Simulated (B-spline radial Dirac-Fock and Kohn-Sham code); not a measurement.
**Cl⁻: photoemission with 1030 eV photons**

System: Cl⁻, [Ne] 3s2 3p6, inside a Watson sphere of charge +1 and radius 1.81 Å (a model of the Madelung potential; inside it an electron's potential energy is lowered by 8.0 eV).

Input of the calculation (task.json; shells as n, l, electrons):

```json
{"items": [{
  "Z": 17,
  "q": -1,
  "cfg": [[1, 0, 2], [2, 0, 2], [2, 1, 6], [3, 0, 2], [3, 1, 6]],
  "A": 35,
  "rrms": 3.3654,
  "watson": [1, 1.81],
  "do": ["binding", "quiet", "photo"],
  "hv": [21.22, 41.4, 80, 150, 235.0, 1000, 1030.0, 1830.0, 2000, 6000, 12000, 15000, 29700.0, 71700.0, 122000.0, 191000.0]
}]}
```

Run with: `python xray_run.py task.json out`

Calculated with a radial finite-basis atomic code, using independent-particle photoionisation in a Dirac-Hartree-Slater potential with a Latter tail, all multipoles, thresholds from Dirac-Fock ΔSCF. The asymmetry parameter β is from the dipole term alone. Kinetic energies are from the vacuum level.

The last column is dσ/dΩ = σ/(4π) · [1 − (β/2) P₂(cos θ)] at θ = 90° from the beam of unpolarised light.

| subshell | electrons | binding (eV) | kinetic (eV) | σ (kb) | β | dσ/dΩ (kb/sr) |
| --- | --- | --- | --- | --- | --- | --- |
| 2s | 2 | 276.1 | 753.9 | 50.4 | 2.00 | 6.02 |
| 2p1/2 | 2 | 205.5 | 824.5 | 32.1 | 1.35 | 3.42 |
| 2p3/2 | 4 | 203.9 | 826.1 | 62.9 | 1.36 | 6.71 |
| 3s | 2 | 25.68 | 1004.3 | 5.20 | 2.00 | 0.620 |
| 3p1/2 | 2 | 10.17 | 1019.8 | 2.05 | 1.31 | 0.216 |
| 3p3/2 | 4 | 10.06 | 1019.9 | 4.00 | 1.32 | 0.423 |

Branching ratios of the spin-orbit partners (statistical value in brackets): 2p 1.96 (2.00), 3p 1.95 (2.00).
